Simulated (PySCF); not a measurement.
**MgTl⁻ at ωB97X**

Level: ωB97X. PySCF, scalar-relativistic core potentials, basis sets Mg aug-cc-pVDZ, Tl aug-cc-pVDZ-PP with ECP60.

- state: ³Σ⁻ (triplet), unpaired electrons π ↑↑
- bond length: 289.6 pm
- harmonic wavenumber: 165 cm⁻¹
- force constant: 0.344 mdyn/Å
- rotational constant Be: 0.09361 cm⁻¹
- anharmonicity ωexe: 1.20 cm⁻¹
- vibration–rotation constant αe: 0.000816 cm⁻¹
- bond order (Mayer): 1.31
- dipole moment (positive dipole points towards Tl; it is taken about the centre of mass and depends on that origin): 4.18 D

Spin–orbit coupling is left out, which matters for elements this heavy, above all for dissociation energies. The state is the lowest determinant that a PBE0 search found; another state may lie lower at other levels.
